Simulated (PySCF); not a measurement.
A TDDFT job was run through a driver script with this input:

```
{"job": {"kind": "uv", "xc": "PBE0", "basis": "def2-SVPD", "nstates": 8, "ntriplets": 3}, "charge": 0, "multiplicity": 1}
C     -2.411889    -0.549661     0.310388
C     -1.163506    -0.688146    -0.493919
S     -0.975547    -1.920165    -1.537000
C     -0.097830     0.320079    -0.229566
C      1.058508     0.397190    -1.242018
Ge     2.329966     0.698638     0.247987
C      0.669091    -0.004515     1.084665
H     -3.096307    -1.368915     0.106506
H     -2.173915    -0.536971     1.374444
H     -2.904857     0.394660     0.075205
H     -0.563733     1.304514    -0.121742
H      1.212556    -0.573488    -1.712551
H      0.910899     1.136420    -2.025757
H      3.605096    -0.096830     0.359754
H      2.640849     2.134423     0.584997
H      0.233779     0.447472     1.972918
H      0.719842    -1.082676     1.235780
```

Method used: TDDFT PBE0/def2-SVPD, vertical, gas phase, core orbitals frozen in the response (PySCF 2.14.0, density-fitted response routines). Job line and output are in the format of a driver script around the code.

Problem. What does the script print for it, SCF cycles aside?

Solution. 
```
converged SCF energy = -2670.5526464543

Static polarisability (au): isotropic 110.505, principal 85.830 107.856 137.829

Singlet excitations
state   eV       nm        f      main configurations
  1   2.5960    477.6   0.00037   H->L 0.99
  2   5.0186    247.0   0.00642   H-2->L 0.66, H-1->L 0.33
  3   5.1888    238.9   0.08345   H-3->L 0.41, H-1->L 0.39, H-2->L 0.17
  4   5.6273    220.3   0.01301   H->L+1 0.78, H-3->L 0.14
  5   5.7364    216.1   0.05141   H->L+2 0.72, H->L+3 0.09, H-3->L 0.09
  6   5.7879    214.2   0.16848   H-3->L 0.31, H->L+1 0.20, H-1->L 0.16
  7   5.9825    207.2   0.00375   H-4->L 0.65, H-5->L 0.30
  8   6.1152    202.7   0.00448   H->L+3 0.77, H->L+2 0.14

Triplet excitations (Tamm-Dancoff, eV): 2.1294 3.2806 4.8786
```

Geometry: GFN2-xTB, one conformer, isolated molecule. Relativistic effects, spin–orbit coupling among them, are left out although an element past zinc is present.

H and L stand for HOMO and LUMO.

Time: 70 s. Hardware: Arm Neoverse V1, one thread (shared host).

The values belong to the conformer `[CH3:1][C:2](=[S:3])[CH:4]1[CH2:5][GeH2:6][CH2:7]1`: C1–C2–C4–C5 -167°.
